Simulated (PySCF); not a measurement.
## Circular dichroism: `N#C[C@H]1C(=C)C[C@@H]1Cl`, C$_{6}$H$_{6}$ClN

Geometry:
| atom | x (Å) | y (Å) | z (Å) |
| --- | --- | --- | --- |
| C1 | 0.690 | -1.907 | -0.342 |
| C2 | 0.071 | -0.761 | -0.165 |
| C3 | -1.227 | -0.341 | 0.470 |
| C4 | -0.785 | 1.124 | 0.331 |
| Cl5 | -1.909 | 2.189 | -0.537 |
| C6 | 0.451 | 0.674 | -0.487 |
| C7 | 1.722 | 1.111 | 0.017 |
| N8 | 2.727 | 1.444 | 0.448 |
| H9 | 1.657 | -1.961 | -0.813 |
| H10 | 0.252 | -2.835 | -0.018 |
| H11 | -1.393 | -0.684 | 1.490 |
| H12 | -2.100 | -0.585 | -0.133 |
| H13 | -0.533 | 1.614 | 1.271 |
| H14 | 0.376 | 0.916 | -1.551 |

Computed, not measured: TDDFT B3LYP/aug-cc-pVDZ circular dichroism and optical rotation, one conformer, gas phase in PySCF. Geometry: GFN2-xTB.

Problem. Assign R or S to each stereocentre.

Solution. C4 S, C6 R.

Problem. List the lowest 16 singlet excitations with oscillator and rotatory strengths.

Solution. Rotatory strengths R in 10⁻⁴⁰ esu² cm², velocity form and length form (origin at the centre of mass); f in length form.
```csv
state,E (eV),λ (nm),f,R (velocity),R (length),main
1,6.23,199,0.115,-37.5,-37.8,"HOMO→LUMO 0.74, HOMO−1→LUMO 0.13"
2,6.42,193,0.023,+27.1,+27.4,"HOMO−1→LUMO 0.80, HOMO→LUMO 0.09"
3,6.45,192,0.001,+0.4,+0.4,HOMO−2→LUMO 0.93
4,6.62,187,0.023,+7.9,+7.8,"HOMO→LUMO+1 0.79, HOMO→LUMO+2 0.09"
5,6.69,185,0.024,-8.5,-8.4,HOMO→LUMO+2 0.85
6,6.88,180,0.003,-1.5,-1.2,HOMO−3→LUMO 0.93
7,7.19,172,0.006,-2.1,-2.2,"HOMO−1→LUMO+1 0.66, HOMO−1→LUMO+2 0.19"
8,7.21,172,0.002,+13.8,+14.4,"HOMO−2→LUMO+1 0.53, HOMO−2→LUMO+2 0.23"
9,7.23,171,0.005,+2.1,+2.1,"HOMO→LUMO+5 0.45, HOMO→LUMO+3 0.24"
10,7.32,169,0.018,-17.9,-18.2,"HOMO→LUMO+4 0.62, HOMO→LUMO+3 0.23"
11,7.36,169,0.014,-6.0,-6.2,"HOMO→LUMO+3 0.35, HOMO→LUMO+5 0.22"
12,7.39,168,0.010,+13.8,+13.9,"HOMO−3→LUMO+2 0.20, HOMO−4→LUMO 0.12"
13,7.46,166,0.007,-3.0,-3.0,"HOMO−4→LUMO 0.37, HOMO−2→LUMO+1 0.10"
14,7.51,165,0.027,-18.7,-18.6,"HOMO−1→LUMO+2 0.40, HOMO−4→LUMO 0.15"
15,7.56,164,0.024,-7.0,-7.1,"HOMO→LUMO+6 0.47, HOMO→LUMO+7 0.29"
16,7.59,163,0.019,-13.2,-13.2,"HOMO−2→LUMO+2 0.36, HOMO−4→LUMO 0.17"
```

Among the states computed, the strongest CD band (largest |R|) is state 1. The largest dissymmetry factor in size, g = 4R/(D+G), with D and G the electric and magnetic dipole strengths, is +0.069 for state 8 (velocity form, f = 0.002), among bands with |R| over 0.5. The mirror image has the same energies and oscillator strengths and all R with the opposite sign.
